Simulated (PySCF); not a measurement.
**Correlation energy of Zn (zinc, neutral)**

[Ar] 3d10 4s2, closed-shell 1S. Computed with PySCF 2.14 in def2-QZVPPD (11s6p5d4f2g, 100 functions), with the non-relativistic Hamiltonian (point nucleus). Frozen: [Ar]; 12 electrons correlated.

```
  level  correlation energy (mhartree)
   CCSD                        -481.14
    (T)                         -17.63
CCSD(T)                        -498.77
```

Diagnostics: T1 = 0.021, D1 = 0.0610, largest double amplitude 0.057.

Problem. Is a single reference adequate?

Solution. Yes: T1 lies below 0.03 and no double amplitude reaches 0.07.
